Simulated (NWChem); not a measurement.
Everything below was run with NWChem. System: H$_{3}$BCl$_{2}$Si, charge 0, spin multiplicity 1, at a geometry optimised with PBE/def2-SVP. The structure started from a generated list of species. Level: B3LYP/def2-TZVP, VWN1-RPA local correlation.

Input file:

```
start mol
memory heap 200 mb stack 800 mb global 1000 mb
geometry units angstroms nocenter noautoz noautosym
  B      0.051412    -0.051304     0.067190
  Cl     1.708067    -0.284972    -0.484857
  Cl    -0.451148    -0.833848     1.560213
  Si    -1.217099     1.082916    -1.040464
  H     -2.544754     1.288517    -0.363798
  H     -1.448616     0.401954    -2.366073
  H     -0.591939     2.425156    -1.320639
end
basis spherical
  * library def2-tzvp
end
dft
  xc b3lyp
  semidirect memsize 60000000 filesize 0
  iterations 100
end
task dft energy
```

NWChem printed:

```
             Northwest Computational Chemistry Package (NWChem) 7.3.0
             --------------------------------------------------------

                                NWChem Input Module
                                -------------------

 Scaling coordinates for geometry "geometry" by  1.889725989
 (inverse scale =  0.529177249)

                             Geometry "geometry" -> ""
                             -------------------------

 Output coordinates in angstroms (scale by  1.889725989 to convert to a.u.)

  No.       Tag          Charge          X              Y              Z
 ---- ---------------- ---------- -------------- -------------- --------------
    1 B                    5.0000     0.05141200    -0.05130400     0.06719000
    2 Cl                  17.0000     1.70806700    -0.28497200    -0.48485700
    3 Cl                  17.0000    -0.45114800    -0.83384800     1.56021300
    4 Si                  14.0000    -1.21709900     1.08291600    -1.04046400
    5 H                    1.0000    -2.54475400     1.28851700    -0.36379800
    6 H                    1.0000    -1.44861600     0.40195400    -2.36607300
    7 H                    1.0000    -0.59193900     2.42515600    -1.32063900

 Effective nuclear repulsion energy (a.u.)     227.9864289461

            Nuclear Dipole moment (a.u.)
            ----------------------------
        X                 Y               Z
 ---------------- ---------------- ----------------
    -0.0000226767    -0.0000170075    -0.0000075589


 Summary of "ao basis" -> "" (spherical)
 ------------------------------------------------------------------------------
       Tag                 Description            Shells   Functions and Types
 ---------------- ------------------------------  ------  ---------------------
 *                         def2-tzvp                  on all atoms

                                 NWChem DFT Module
                                 -----------------

 Summary of "ao basis" -> "ao basis" (spherical)
 ------------------------------------------------------------------------------
       Tag                 Description            Shells   Functions and Types
 ---------------- ------------------------------  ------  ---------------------
 B                         def2-tzvp                11       31   5s3p2d1f
 Cl                        def2-tzvp                13       37   5s5p2d1f
 Si                        def2-tzvp                13       37   5s5p2d1f
 H                         def2-tzvp                 4        6   3s1p

 Summary of "ao basis" -> "ao basis" (spherical)
 ------------------------------------------------------------------------------
       Tag                 Description            Shells   Functions and Types
 ---------------- ------------------------------  ------  ---------------------
 B                         def2-tzvp                11       31   5s3p2d1f
 Cl                        def2-tzvp                13       37   5s5p2d1f
 Si                        def2-tzvp                13       37   5s5p2d1f
 H                         def2-tzvp                 4        6   3s1p

            General Information
            -------------------
          SCF calculation type: DFT
          Wavefunction type:  closed shell.
          No. of atoms     :     7
          No. of electrons :    56
           Alpha electrons :    28
            Beta electrons :    28
          Charge           :     0
          Spin multiplicity:     1
[...]
   time(s): 0.00e+00  0.00e+00  0.00e+00  0.00e+00  0.00e+00
rate(mb/s): 0.00e+00  0.00e+00
------------------------------------------------------------

   convergence    iter        energy       DeltaE   RMS-Dens  Diis-err    time
 ---------------- ----- ----------------- --------- --------- ---------  ------
 d= 0,ls=0.0,diis     1  -1236.6277157027 -1.46D+03  8.46D-03  1.53D+00     7.5
 d= 0,ls=0.0,diis     2  -1236.5943515148  3.34D-02  4.57D-03  8.31D-01     9.1
 d= 0,ls=0.0,diis     3  -1236.6617128445 -6.74D-02  1.85D-03  3.37D-01    10.9
 d= 0,ls=0.0,diis     4  -1236.7100663944 -4.84D-02  1.75D-04  1.04D-03    12.8
 d= 0,ls=0.0,diis     5  -1236.7101709706 -1.05D-04  4.13D-05  6.93D-05    14.8
  Resetting Diis
 d= 0,ls=0.0,diis     6  -1236.7101804501 -9.48D-06  8.43D-06  4.46D-06    16.7
 d= 0,ls=0.0,diis     7  -1236.7101808626 -4.13D-07  2.97D-06  1.34D-07    18.6

         Total DFT energy =    -1236.710180862593
      One electron energy =    -2161.405760336846
           Coulomb energy =      779.379081674518
    Exchange-Corr. energy =      -82.669931146403
 Nuclear repulsion energy =      227.986428946136

 Numeric. integr. density =       55.999990506424

     Total iterative time =     17.7s

                       DFT Final Molecular Orbital Analysis
                       ------------------------------------

 Vector   26  Occ=2.000000D+00  E=-3.462097D-01
              MO Center=  6.8D-01, -4.6D-01,  3.4D-01, r^2= 3.6D+00
   Bfn.  Coefficient  Atom+Function         Bfn.  Coefficient  Atom+Function
  ----- ------------  ---------------      ----- ------------  ---------------
    47      0.320876  2 Cl py                84     -0.285764  3 Cl py
    48      0.213513  2 Cl pz                50      0.207153  2 Cl py
    87     -0.186793  3 Cl py                85     -0.182335  3 Cl pz
    44      0.156544  2 Cl py                81     -0.139924  3 Cl py
    51      0.137821  2 Cl pz                38     -0.125962  2 Cl py

 Vector   27  Occ=2.000000D+00  E=-3.288576D-01
              MO Center=  3.8D-01, -3.4D-01,  3.6D-01, r^2= 4.4D+00
   Bfn.  Coefficient  Atom+Function         Bfn.  Coefficient  Atom+Function
  ----- ------------  ---------------      ----- ------------  ---------------
    83      0.357819  3 Cl px                48     -0.320954  2 Cl pz
    86      0.233820  3 Cl px                51     -0.210615  2 Cl pz
    47      0.207906  2 Cl py                80      0.174869  3 Cl px
    45     -0.156901  2 Cl pz                74     -0.139643  3 Cl px
    50      0.137026  2 Cl py                39      0.125295  2 Cl pz

 Vector   28  Occ=2.000000D+00  E=-3.021248D-01
              MO Center= -1.1D-01,  8.9D-02, -8.3D-02, r^2= 4.1D+00
   Bfn.  Coefficient  Atom+Function         Bfn.  Coefficient  Atom+Function
  ----- ------------  ---------------      ----- ------------  ---------------
    46      0.180580  2 Cl px                83      0.180608  3 Cl px
     4      0.165244  1 B  s                122      0.161195  4 Si pz
   120      0.159832  4 Si px                84     -0.158735  3 Cl py
   110      0.158055  4 Si s                 47     -0.154254  2 Cl py
   121     -0.148284  4 Si py                85      0.146708  3 Cl pz

 Vector   29  Occ=0.000000D+00  E=-8.947180D-02
              MO Center= -1.6D-02,  1.5D-02,  2.0D-03, r^2= 3.2D+00
   Bfn.  Coefficient  Atom+Function         Bfn.  Coefficient  Atom+Function
  ----- ------------  ---------------      ----- ------------  ---------------
    10      0.344126  1 B  py                 7      0.298399  1 B  py
   151      0.227079  6 H  s                 11      0.218201  1 B  pz
    13      0.219025  1 B  py                87     -0.204657  3 Cl py
    50     -0.201968  2 Cl py               157     -0.202555  7 H  s
     8      0.192423  1 B  pz                84     -0.144866  3 Cl py

 Vector   30  Occ=0.000000D+00  E= 1.630149D-02
              MO Center= -8.2D-01,  6.1D-01, -5.9D-01, r^2= 5.9D+00
   Bfn.  Coefficient  Atom+Function         Bfn.  Coefficient  Atom+Function
  ----- ------------  ---------------      ----- ------------  ---------------
   110      1.711578  4 Si s                  5     -1.538608  1 B  s
   123      0.976514  4 Si px               157     -0.786466  7 H  s
   151     -0.685900  6 H  s                145      0.593659  5 H  s
    73      0.539231  3 Cl s                125     -0.413655  4 Si pz
    12      0.395498  1 B  px                88     -0.333798  3 Cl pz

 Vector   31  Occ=0.000000D+00  E= 2.458226D-02
              MO Center= -8.3D-01,  8.5D-01, -9.3D-01, r^2= 6.1D+00
   Bfn.  Coefficient  Atom+Function         Bfn.  Coefficient  Atom+Function
  ----- ------------  ---------------      ----- ------------  ---------------
   110      1.483671  4 Si s                  5     -1.069118  1 B  s
   145     -1.017603  5 H  s                  4      0.849846  1 B  s
   123     -0.720985  4 Si px               151     -0.561264  6 H  s
   157     -0.384376  7 H  s                 36      0.317736  2 Cl s
   124      0.265939  4 Si py               125     -0.207893  4 Si pz

 center of mass
 --------------
 x =   0.09870252 y =  -0.08852416 z =   0.08697641

 moments of inertia (a.u.)
 ------------------
         708.806424602569         163.674869754392          47.143587648920
         163.674869754392        1036.596966920153         273.686488717496
          47.143587648920         273.686488717496         809.950470821649

     Multipole analysis of the density
     ---------------------------------

     L   x y z        total         alpha         beta         nuclear
     -   - - -        -----         -----         ----         -------
     0   0 0 0     -0.000000    -28.000000    -28.000000     56.000000

     1   1 0 0     -0.106415     -0.053196     -0.053196     -0.000023
     1   0 1 0      0.083321      0.041669      0.041669     -0.000017
     1   0 0 1     -0.055800     -0.027896     -0.027896     -0.000008

     2   2 0 0    -34.980605   -165.214438   -165.214438    295.448272
     2   1 1 0      0.377508     45.972929     45.972929    -91.568350
     2   1 0 1      0.023415      5.660691      5.660691    -11.297968
     2   0 2 0    -34.318591    -83.822103    -83.822103    133.325615
     2   0 1 1      0.572111     72.032063     72.032063   -143.492014
     2   0 0 2    -34.755811   -138.851569   -138.851569    242.947328

 Task  times  cpu:       18.7s     wall:       18.7s

 Total times  cpu:       18.7s     wall:       18.7s
```
